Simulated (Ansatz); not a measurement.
System: C$_{4}$H$_{3}$FN$_{2}$ (charge 0, singlet). 
Geometry from a B3LYP-D3(BJ)/def2-TZVP (Ansatz, a first-principles code) optimisation:
```xyz
10

F      1.8406    -1.2300     0.1039
C      0.7293    -0.4946     0.0409
C      0.8300     0.8873     0.1115
C     -0.3750     1.5639     0.0377
N     -1.5485     0.9363    -0.0919
C     -1.4977    -0.3878    -0.1469
N     -0.3977    -1.1451    -0.0857
H      1.7815     1.3867     0.2162
H     -0.4045     2.6467     0.0837
H     -2.4387    -0.9152    -0.2519
```
Charge 0, spin multiplicity 1.

Basis-set convergence of Hartree-Fock and CCSD(T) correlation energies (hartree) with Ansatz. Correlated levels leave the core frozen unless marked. Spin-orbit coupling is left out. No relativistic terms.

The Hartree-Fock reference is unstable (checked in the largest basis), which strains HF and MP2. 

| basis | functions | E(HF) | E(corr, CCSD(T)) |
|---|---|---|---|
| aug-cc-pVDZ | 188 | -361.59997 | -1.12492 |
| aug-cc-pVTZ | 391 | -361.68410 | -1.34626 |
| aug-cc-pVQZ | 698 | -361.70624 | -1.41535 |

Extrapolating the two largest sets (X = 3 and 4) as X^-3: E(corr) = (64·(-1.41535) - 27·(-1.34626))/37 = -1.4658 Eh, an estimate of the basis-set limit. The largest set recovers 96.6 % of it, the smallest 76.7 %.
